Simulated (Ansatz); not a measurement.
`C[Se]C=S` + `C[SeH]` → `C[Se][Se]C` + `C=S` at 400 K and 1 bar (ligand exchange at the Se–C bond).

Calculated with Ansatz (gas phase, PBE0-D4/def2-TZVP geometries, no zero-point term in ΔE). CCSD(T)/CBS adds triple-zeta CCSD(T) − MP2 to the extrapolated MP2 energy (def2 sets, frozen cores). This one scheme is used for every species. For Se outer-core shells are correlated without core-valence functions, which leaves a few kJ/mol of doubt a bond. Scalar relativity is left out up to krypton. Each species was taken in one conformer, which may not be the lowest.

```
     species  CCSD(T)/CBS energy (Eh)  H − E (kJ/mol)  S (J/(mol·K))
  `C[Se]C=S`              -2876.96393           168.6          359.8
    `C[SeH]`              -2441.15625           135.4          284.5
`C[Se][Se]C`              -4881.13983           230.2          389.9
       `C=S`               -436.98974            79.4          242.5
```

H − E and S are ideal-gas, rigid-rotor, harmonic terms from PBE0-D4/def2-TZVP, for one conformer and one mirror image of each species. 1 Eh = 2625.50 kJ/mol, R = 8.31446 J/(mol·K).

Q: By hand: ΔE, ΔH, ΔS and ΔG.

A: ΔE = (-4881.13983) + (-436.98974) − (-2876.96393) − (-2441.15625) = -0.00939 Eh = -24.7 kJ/mol. Δ(H − E) = 230.2 + 79.4 − 168.6 − 135.4 = 5.6, so ΔH = -19.1 kJ/mol. ΔS = 389.9 + 242.5 − 359.8 − 284.5 = -11.9 J/(mol·K). ΔG = -19.1 − 400 × (-11.9)/1000 = -14.3 kJ/mol.

Q: By hand: the equilibrium constant, and the temperature at which ΔG would vanish if ΔH and ΔS stayed fixed.

A: log₁₀ K = −ΔG/(RT ln 10) = 1.9. ΔG = 0 at ΔH/ΔS = 1605 K, though so small a ΔS makes that figure unsure.

The number of gas molecules stays the same, so ΔS is small and ΔH decides. A doubt of 5 kJ/mol in ΔE shifts log₁₀ K by 0.7 here. Other conformers and mirror images would add mixing entropy, several J/(mol·K) or more a flexible species. These are equilibria of isolated gas molecules and say nothing of rates. Largest T1 diagnostic: 0.016 (customary marks: 0.02 for closed shells, 0.045 for open ones).
